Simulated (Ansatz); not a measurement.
Cost and result for the atomization energy of `[OH][Al]([SH])[CH2]F` (9 atoms, 8 bonds).

```
atom    x (Å)    y (Å)    z (Å)
  O1  -0.3834  -0.3818   1.8368
 Al2  -0.3046  -0.1330   0.1710
  S3  -1.9748  -0.5566  -1.1800
  C4   1.3433   0.5717  -0.6548
  F5   2.3465   0.7991   0.2850
  H6  -1.1312  -0.7170   2.3260
  H7  -2.7853  -0.9773  -0.1940
  H8   1.7373  -0.1208  -1.4094
  H9   1.1522   1.5157  -1.1806
```

Total charge 0; spin multiplicity 1. The structure was optimised at the PBE0-D4/def2-TZVP level. It is one conformer, not always the lowest. Program: Ansatz. All runs use 4 threads of an Intel Xeon on a shared host. Times are those of one run each, without the atoms' runs, and a repeat can differ threefold. Electronic energies, without spin–orbit coupling; frozen cores. CCSD(T)/CBS adds CCSD(T) − MP2 in def2-TZVPP to the MP2 limit, and its time is that of the two runs behind it. T1 = 0.012. B3LYP takes the VWN-RPA correlation (the form of Gaussian; ORCA's B3LYP/G). HSE06 is the plane-wave form, built on full-range PBE exchange.

CCSD(T)/CBS is a level of theory with its own doubt, some kJ/mol a heavy atom from the limit and from the frozen cores, so smaller differences don't rank the functionals.

| level | functions | wall time |
| --- | --- | --- |
| LDA (SPW92)/def2-TZVPP | 233 | 1 s |
| BLYP-D4/def2-TZVPP | 233 | 1.5 s |
| BHLYP-D4/def2-TZVPP | 233 | 2.3 s |
| HSE06-D4/def2-TZVPP | 233 | 2.7 s |
| r2SCAN-D4/def2-TZVPP (with forces) | 233 | 2.9 s |
| CCSD(T)/def2-SVP | 98 | 2.9 s |
| B3LYP-D4/def2-TZVPP (with forces) | 233 | 3.5 s |
| r2SCANh-D4/def2-TZVPP | 233 | 3.6 s |
| B2PLYP/def2-TZVPP | 233 | 3.8 s |
| ωB97M-V/def2-TZVPP (with forces) | 233 | 7.5 s |
| MP2/def2-QZVPP | 431 | 12 s |
| CCSD(T)/def2-TZVPP | 233 | 53 s |
| CCSD(T)/CBS(def2) | – | 65 s |

(1) What atomization energy does each give, and how far from CCSD(T)/CBS? (Estimate.)

Results:

(1) Ansatz gave: 
```csv
level,atomization (kcal/mol),difference from CCSD(T)/CBS,per bond
LDA (SPW92)/def2-TZVPP,882.4,114.6,14.3
BLYP-D4/def2-TZVPP,762.5,-5.3,-0.7
BHLYP-D4/def2-TZVPP,733.3,-34.5,-4.3
HSE06-D4/def2-TZVPP,761.2,-6.6,-0.8
r2SCAN-D4/def2-TZVPP (with forces),768.9,1.1,0.1
CCSD(T)/def2-SVP,711.5,-56.3,-7.0
B3LYP-D4/def2-TZVPP (with forces),760.5,-7.3,-0.9
r2SCANh-D4/def2-TZVPP,761.8,-6.0,-0.8
B2PLYP/def2-TZVPP,754.7,-13.1,-1.6
ωB97M-V/def2-TZVPP (with forces),768.5,0.7,0.1
MP2/def2-QZVPP,778.0,10.2,1.3
CCSD(T)/def2-TZVPP,743.9,-23.9,-3.0
CCSD(T)/CBS(def2),767.8,0.0,0.0
```

From r2SCAN to r2SCAN0 (25 % exact exchange), in def2-TZVPP and without D4, the atomization energy moves by −17.6 kcal/mol: exact exchange takes away binding that semilocal exchange gives to molecules. The D4 term adds +6.5 kcal/mol with B3LYP and +3.5 kcal/mol with PBE0; it sums over pairs of atoms, weighted by their polarisabilities, and B3LYP, whose exchange is more repulsive, gets the larger term. At CCSD(T), def2-SVP lies −56.3 kcal/mol from the extrapolated value and def2-TZVPP −23.9 kcal/mol: correlation converges slowly with the basis, and small sets miss more of it in the bonded molecule than in its fragments.
